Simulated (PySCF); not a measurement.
**Dipole moment and polarisability of `CC(=S)C(F)(F)F`**

Compound: C3H3F3S.
Cartesian coordinates in Å at the PBE0-D3(BJ)/def2-SVP level; atoms count from 1:
```
atom  x, y, z in Å
C1     0.8847    0.2455   -0.9189
C2     0.3900    0.2074    0.4860
S3     1.2198    0.6699    1.7897
C4    -1.0322   -0.3333    0.6120
F5    -1.0724   -1.5896    0.1509
F6    -1.4961   -0.3329    1.8453
F7    -1.8582    0.3991   -0.1458
H8     1.9155    0.6141   -0.9580
H9     0.8273   -0.7621   -1.3632
H10    0.2303    0.8933   -1.5256
```

Level: wB97X-D/def2-SVPD (PySCF), static field, nuclei fixed, core orbitals frozen in the response. The polarisability tensor in these axes (au):

```
x   59.60  5.76  6.77
y    5.76 49.47  5.08
z    6.77  5.08 69.66
```

Question: Give the principal values, the mean and the anisotropy Δα = √{½[(α1 − α2)² + (α2 − α3)² + (α1 − α3)²]}.

Answer: Principal values 46.67, 56.96 and 75.08 au; mean 59.57 au = 8.83 Å³ = 9.82 × 10⁻⁴⁰ C²·m²/J; Δα = 24.91 au (42 % of the mean).

Question: What is the dipole moment, and where does it point?

Answer: (0.99, 0.19, -1.97) D, 2.22 D in size, pointing from the negative to the positive side. Measured along this direction, the outermost atoms are F6 at the negative end and H8 at the positive end.

Question: Rayleigh depolarisation ratio (linearly polarised light, static tensor)?

Answer: ρ = 3Δα²/(45ᾱ² + 4Δα²) = 1861.3/(159703 + 2481.8) = 0.0115.

Question: Along which axes do the principal values lie, and how far do the nuclei extend along each?

Answer: Largest value along (0.47, 0.27, 0.84), where the nuclei span 3.22 Å; middle along (0.81, 0.26, -0.53), 4.49 Å; least along (-0.36, 0.93, -0.10), 2.16 Å. The strongest response doesn't lie along the longest of the three spans.

Question: In a dilute gas of rigid molecules at 250 K, how does the orientational term μ²/3kT compare with the electronic polarisability?

Answer: In Gaussian units μ²/3kT = 47.40 Å³ against 8.83 Å³, a ratio of 5.37; the Debye molar polarisation (4π/3)N_A(α + μ²/3kT) is 141.8 cm³/mol, leaving out the vibrational part.

Question: Estimate the molar refractivity from the static electronic polarisability.

Answer: Lorentz–Lorenz: R = (4π/3)N_A α = 2.5225 cm³/(mol·Å³) × 8.83 Å³ = 22.3 cm³/mol, in the limit of long wavelengths.

Question: Find the Langevin capture rate constant for H3+ (3.023 u) meeting this molecule (127.991 u), k = 2.342 × 10⁻⁹ cm³/s × √(α in Å³ / reduced mass in u).

Answer: The reduced mass is 2.95 u, so k = 4.05 × 10⁻⁹ cm³/s. The formula leaves out the permanent dipole, which adds to the capture rate.

Isolated species at its PBE0-D3(BJ)/def2-SVP geometry, gas phase.
